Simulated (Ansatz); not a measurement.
Input for Ansatz (a first-principles code): U-B3LYP/def2-TZVPP on AlH2I (SMILES [AlH2][I]), a point of a bond scan (R = 2.734 Å). Elements past Kr take the def2 small-core potentials; no spin–orbit coupling.

Ansatz 0.2 input:
```yaml
crystal:
  periodic: [false, false, false]
  atoms:
    - {symbol: Al, position_ang: [-1.02948799, -1.59301317, 0.26750098]}
    - {symbol: H, position_ang: [-0.51932809, -2.62382129, 1.33718988]}
    - {symbol: H, position_ang: [-2.32698290, -1.78051460, -0.59760769]}
    - {symbol: I, position_ang: [0.43979069, 0.68052505, -0.11427471]}
basis:
  gaussian:
    orbitals: def2-TZVPP
hamiltonian:
  xc: {name: B3LYP}
magnetization: {spin_polarized: true, initial_magnetization: 0}
```

It printed:

```
WARN ansatz: RAYON_NUM_THREADS=1 ignored (pool sized by the plan → 1); use --threads N
Functional definition: B3LYP
integrals: 0.04 GiB planned
822 factors; their error is unknown
mean field: 0.48 GiB planned
mean field evaluation 1: about -14734.1364 eV, gradient 9.5e0 eV
mean field evaluation 2: about -14734.3720 eV, gradient 8.3e0 eV
mean field evaluation 4: about -14734.7549 eV, gradient 6.6e-1 eV
mean field evaluation 8: about -14734.9843 eV, gradient 5.0e-2 eV
mean field -14734.98433524 eV, -541.5006865889 hartree, gradient 5.4e-6 eV, S^2 0.000000; 0 other end points of the search recorded, 0 dependent functions left out
reference -14734.98456425 eV, -541.5006950048 hartree; 20, 20 occupied and 100, 100 virtual orbitals, 822 factors
Total energy: -14734.98456425 eV, -541.5006950048 hartree
```

The calculation finished and met its thresholds.

Cost: very roughly 3.0 core-seconds.
